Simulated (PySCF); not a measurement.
Al(Me)(OH)(SiH3) (CH7AlOSi), SMILES [CH3][Al]([OH])[SiH3].

The structure is a stationary point at r2SCAN-D4/def2-SVP. One conformer was computed; it need not be the lowest.

The numbers are results of TDA-PBE/def2-SVPD in PySCF 2.14.0, not measurements.

Vertical excitations. The molecule is in vacuum.

| state | energy (eV) | λ (nm) | f | main pairs |
|---|---|---|---|---|
| S1 | 4.67 | 265 | 0.013 | HOMO→LUMO 97 % |
| S2 | 5.36 | 231 | 0.074 | HOMO→LUMO+1 95 % |
| S3 | 5.96 | 208 | 0.009 | HOMO−2→LUMO 96 % |
| S4 | 5.99 | 207 | 0.137 | HOMO→LUMO+2 87 % |
| S5 | 6.28 | 197 | 0.024 | HOMO−1→LUMO 75 %, HOMO−2→LUMO+1 16 % |
| S6 | 6.55 | 189 | 0.002 | HOMO−4→LUMO 92 % |
| S7 | 6.63 | 187 | 0.025 | HOMO→LUMO+3 67 %, HOMO−3→LUMO 24 % |
| S8 | 6.65 | 187 | 0.019 | HOMO−1→LUMO+1 90 % |
| S9 | 6.77 | 183 | 0.006 | HOMO→LUMO+4 36 %, HOMO−3→LUMO 34 %, HOMO−2→LUMO+1 14 %, HOMO→LUMO+6 6 % |
| S10 | 6.80 | 182 | 0.017 | HOMO→LUMO+4 33 %, HOMO−3→LUMO 24 %, HOMO→LUMO+6 21 %, HOMO−2→LUMO+1 10 % |
| T1 | 4.01 | 309 | 0 | HOMO→LUMO 98 % |
| T2 | 4.91 | 253 | 0 | HOMO→LUMO+1 96 % |
| T3 | 5.32 | 233 | 0 | HOMO→LUMO+2 95 % |
| T4 | 5.50 | 225 | 0 | HOMO−1→LUMO 98 % |
Triplets are in the Tamm–Dancoff approximation.
